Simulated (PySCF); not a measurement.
AsBF₂H₂, SMILES B(F)([AsH2])F. Atoms are numbered in the order given.

```xyz
6

B      1.0272    -0.0235     0.0000
As    -1.0217     0.0624     0.0000
H     -1.1575    -0.9666     1.1178
H     -1.1575    -0.9666    -1.1178
F      1.7164    -0.0004    -1.1264
F      1.7164    -0.0004     1.1264
```

Coordinates come from a B3LYP-D3(BJ)/def2-SVP optimisation.

Computed with ωB97X/def2-TZVPD (PySCF).

Symmetry labels are those of the subgroup Cs that the program uses (full group Cs).

Computed valence orbital energies around the gap with their symmetry:
| orbital | symmetry | energy (eV) |
|---|---|---|
| HOMO−7 | A" | -17.98 |
| HOMO−6 | A' | -16.88 |
| HOMO−5 | A' | -16.66 |
| HOMO−4 | A" | -15.31 |
| HOMO−3 | A" | -14.94 |
| HOMO−2 | A" | -13.03 |
| HOMO−1 | A' | -12.12 |
| HOMO | A' | -10.21 |
| LUMO | A' | 1.25 |
| LUMO+1 | A' | 1.66 |
| LUMO+2 | A" | 2.16 |
| LUMO+3 | A' | 2.67 |
